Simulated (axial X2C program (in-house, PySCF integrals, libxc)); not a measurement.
Nuclear properties of AlBr⁻

Calculated with an axial X2C code built on PySCF integrals: two-component X2C with atomic mean-field Coulomb and Gaunt terms, Gaussian nuclei, basis Br dyall-acv3z, Al dyall-av3z with contracted cores.

R = 2.480 Å (near the PBE0 minimum at charge -1 of the determinant lowest at the starting distance; the state shown can have its own minimum elsewhere).

Determinant lowest in the PBE0 search, Ω = 1/2 (⟨Sz⟩ = -0.50, ⟨Lz⟩ = 1.00 at PBE0), spin on the atoms Br 0.03, Al -0.53:

| level | Eeff magnitude (GV/cm) | Ws magnitude Br (kHz) | Ws magnitude Al (kHz) | A∥/gI Br (MHz) | qzz Br (a.u.) | A∥/gI Al (MHz) | qzz Al (a.u.) |
| --- | --- | --- | --- | --- | --- | --- | --- |
| PBE0 | 0.0289 | 0.00817 | 0.00767 | 157 | 1.63 | 265 | -0.21 |
| HF | 0.0282 | 0.052 | 0.0165 | 90.8 | 1.52 | 276 | -0.23 |
| PBE50 | 0.0115 | 0.00981 | 0.00935 | 137 | 1.63 | 276 | -0.18 |
| BHandHLYP | 0.000374 | 0.0157 | 0.00639 | 130 | 1.53 | 235 | -0.21 |
| r2SCAN | 0.0705 | 0.082 | 0.0114 | 133 | 1.63 | 237 | -0.24 |

Determinant 0.02 eV from it at PBE0 and this distance, Ω = 3/2 (⟨Sz⟩ = 0.50, ⟨Lz⟩ = 1.00 at PBE0), spin on the atoms Br -0.03, Al 0.53:

| level | Eeff magnitude (GV/cm) | Ws magnitude Br (kHz) | Ws magnitude Al (kHz) | A∥/gI Br (MHz) | qzz Br (a.u.) | A∥/gI Al (MHz) | qzz Al (a.u.) |
| --- | --- | --- | --- | --- | --- | --- | --- |
| PBE0 | 0.0246 | 0.00142 | 0.00261 | 37.1 | 1.64 | 15.8 | -0.22 |
| HF | 0.00858 | 0.00917 | 0.00786 | 39.8 | 1.53 | 4.34 | -0.24 |
| PBE50 | 0.0103 | 0.00372 | 0.00323 | 37.9 | 1.64 | 18.7 | -0.19 |
| BHandHLYP | 0.00121 | 0.00562 | 0.00209 | 35.5 | 1.54 | 29.4 | -0.21 |
| r2SCAN | 0.0774 | 0.0293 | 0.0038 | 49.8 | 1.64 | 17.9 | -0.24 |

Eeff is the effective electric field on the electron electric dipole moment in this Ω state and Ws the scalar–pseudoscalar constant of the nucleus named (defined with the proton number Z and per Ω); A∥ (defined per Ω) follows by multiplying with gI = μI/(I μN); qzz is the electric field gradient, eQq0 = 234.96 MHz × Q/barn × qzz. The operators were transformed with the bare-nucleus X2C matrices; with these basis sets, hyperfine constants and field gradients can be off by tens of per cent, and where levels differ in sign neither size nor sign is settled.

Problem. With gI(79Br) = 1.4043, Q(79Br) = 0.3087 barn, gI(27Al) = 1.4566, Q(27Al) = 0.1466 barn (g factors from the IAEA table of nuclear moments by Stone; Q from Pyykkö, Mol. Phys. 2018), turn the PBE0 values of the first state into constants in MHz.

Solution. A∥(79Br) = 157 × 1.4043 = 220 MHz; eQq0(79Br) = 234.96 × (0.3087) × (1.63) = 118 MHz; A∥(27Al) = 265 × 1.4566 = 386 MHz; eQq0(27Al) = 234.96 × (0.1466) × (-0.21) = -7.23 MHz.

Each state is one determinant with collinear spin. Unrestricted Hartree–Fock can overshoot spin polarisation at the nuclei. In the state Ω = 1/2 the sign of Eeff differs between levels (HF, r2SCAN against PBE0). In the state Ω = 3/2 the sign of Eeff differs between levels (BHandHLYP, r2SCAN against PBE0). For an anion, determinants above electron detachment, or with a positive highest level, are held by the basis set. Where Eeff spreads by more than a factor of two the levels disagree and none is to be relied on. The search compared states at one distance, so a state with another bond length can lie lower. The sign of Ws at Br differs between levels in the first state. The sign of Ws at Br differs between levels in the second state. PBE0 term energies can be off by some tenths of an eV.
